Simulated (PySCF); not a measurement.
Polarisability and C₆ of Mn+ (manganese, charge +1)

[Ar] 3d5 4s1, high-spin 7S determinant. Computed with PySCF 2.14 in aug-cc-pVTZ with one added diffuse shell each of s, p, d, f, g type (9s8p6d4f3g, 118 functions), with no relativity, point nucleus. Coupled (time-dependent) response in atomic units; α is the mean over directions.

```csv
method,mean α (bohr³),C₆ (like pair),S(−4)
B3LYP,29.21,151.4,710.8
```

S(−4) is the Cauchy moment in α(ω) = α(0) + S(−4) ω² + …

α(iu) at B3LYP:

```json
{"u (hartree)": "0", "α(iu) (bohr³)": "29.21"}
{"u (hartree)": "0.0500", "α(iu) (bohr³)": "27.55"}
{"u (hartree)": "0.100", "α(iu) (bohr³)": "23.67"}
{"u (hartree)": "0.200", "α(iu) (bohr³)": "15.78"}
{"u (hartree)": "0.300", "α(iu) (bohr³)": "10.83"}
{"u (hartree)": "0.500", "α(iu) (bohr³)": "6.218"}
{"u (hartree)": "0.750", "α(iu) (bohr³)": "3.963"}
{"u (hartree)": "1.00", "α(iu) (bohr³)": "2.888"}
{"u (hartree)": "1.50", "α(iu) (bohr³)": "1.833"}
{"u (hartree)": "2.00", "α(iu) (bohr³)": "1.303"}
{"u (hartree)": "3.00", "α(iu) (bohr³)": "0.7703"}
{"u (hartree)": "5.00", "α(iu) (bohr³)": "0.3643"}
```

A single London oscillator, α(iu) = α/(1 + u²/ω²), gives C₆ = (3/4) ω α². Matching the computed C₆ needs ω = 4 × 151.4 / (3 × 29.21²) = 0.237 hartree.

For an ion, C₆ is the dispersion term alone; charge-induced terms of lower order in 1/R come first.
